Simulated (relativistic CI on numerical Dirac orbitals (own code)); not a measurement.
# One change at a time: Ir42+

Base calculation: Dirac-Coulomb-Breit CI, orbitals from a KLI potential per configuration, model QED, unscaled Slater integrals.

Configuration list (outside the closed core [Ar] 3d10): 4s²4p⁵, 4s4p⁶, 4s²4p⁴4d, 4s4p⁵4d, 4s²4p⁴4f, 4s4p⁵4f, 4p⁶4d, 4s4p⁴4d², 4s²4p³4d4f, 4p⁶4f, 4p⁵4d4f, 4s4p⁴4f², 4s²4p⁴5s, 4p⁶5s, 4s²4p⁴5p, 4s4p⁴4d5s, 4s²4p³4f5s, 4s4p⁵5s, 4s²4p⁴5d, 4s4p⁵5p, 4s²4p⁴5f, 4s²4p⁴5g, 4s4p⁵5d, 4p⁵4f5s, 4s4p⁵5f, 4s²4p⁴6s, 4s4p⁵5g, 4s²4p³4d², 4s²4p²4d³, 4s4p³4d³, 4s²4p²4d²4f, 4s4p³4d²4f, 4s²4p²4d²5s, 4p⁵4d², 4p⁴4d³, 4p⁴4d²4f, 4p⁴4d²5s, 4p⁵4d5s, 4p⁴4d4f5s, 4p⁴4d5s², 4s²4p³5s², 4s²4p²4d5s², 4s4p³4d5s², 4s²4p²4f5s², 4s4p³4f5s². Double excitations out of closed p, d and f shells are left out; levels of such configurations are missing from the list, as are those of other unlisted configurations, and high levels can miss mixing partners. These lack a partner that the ground configuration has and come out too high: 4s²4p⁴5p, 4s4p⁵5s, 4s²4p⁴5d, 4s4p⁵5p, 4s²4p⁴5f.

The lowest level and the first level of each name with at least 55 % of one term (blank where a level has no safe partner in the second run):

```json
{"Level": "4s²4p⁵ ²P°3/2", "Base (eV)": "0.000", "Shift (eV)": "0.000"}
{"Level": "4s²4p⁵ ²P°1/2", "Base (eV)": "114.946", "Shift (eV)": "+0.138"}
{"Level": "4s²4p⁴4d ²D3/2", "Base (eV)": "174.293", "Shift (eV)": "-0.263"}
{"Level": "4s²4p⁴4d ⁴F9/2", "Base (eV)": "186.689", "Shift (eV)": "+0.723"}
{"Level": "4s4p⁶ ²S1/2", "Base (eV)": "231.784", "Shift (eV)": "+0.986"}
{"Level": "4s²4p⁴4d ⁴D1/2", "Base (eV)": "269.371", "Shift (eV)": "+1.689"}
{"Level": "4s²4p⁴4d ²G7/2", "Base (eV)": "280.233", "Shift (eV)": "+0.586"}
{"Level": "4s²4p⁴4d ²G9/2", "Base (eV)": "303.976", "Shift (eV)": "+0.602"}
{"Level": "4s4p⁵4d ⁴P°1/2", "Base (eV)": "381.901", "Shift (eV)": "+1.727"}
```

At this charge energies of transitions that change n are usually good to better than 1 %, and those within a shell (Δn = 0) to a few per cent.

(1) One thing was changed in a second run, which moved the levels as shown. Which?
A. non-relativistic limit
B. Breit term removed
C. QED terms removed
D. valence Slater integrals scaled by 0.9
E. one mean potential for all configurations
F. configuration mixing switched off

## Answers

(1) D. Valence Slater integrals scaled by 0.9. Scaling acts on the splittings between terms and on the mixing, and leaves the fine structure of pure LS terms nearly alone; in jj coupling it moves the levels of one term differently.

LS names give the leading component of a level, which can be under half, so a name can repeat, a term be missing and a line seem to break the LS rules.
